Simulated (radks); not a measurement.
The numbers below are computed, except where a source is named.
Problem. Species: the xenon ion Xe25+. Configuration: [Ar] 3d10 4s1. Code: a radial shooting solver on a logarithmic mesh with Libxc functionals. Model: Dirac Kohn-Sham, PBE, spin-unpolarised, spherical densities, point nucleus. Some entries of the table are withheld. Estimate them.

orbital  occ.  eigenvalue (eV)  r(max) (bohr)
1s1/2       2        -35169.10        0.01715
2s1/2       2              (1)        0.09700
2p1/2       2        -5824.939        0.07429
2p3/2       4        -5498.839        0.07916
3s1/2       2              (2)         0.2768
3p1/2       2        -1714.476         0.2629
3p3/2       4        -1650.144         0.2733
3d3/2       4        -1420.815         0.2203
3d5/2       6        -1406.919         0.2232
4s1/2       1              (3)         0.6102
4p1/2       0              (4)         0.6130
4p3/2       0              (5)         0.6302
5s1/2       0        -485.4783            (6)

Solution. 
(1) 2s1/2 eigenvalue (eV): -6143.828
(2) 3s1/2 eigenvalue (eV): -1846.514
(3) 4s1/2 eigenvalue (eV): -842.9516
(4) 4p1/2 eigenvalue (eV): -791.0328
(5) 4p3/2 eigenvalue (eV): -772.0196
(6) 5s1/2 r(max) (bohr): 1.099
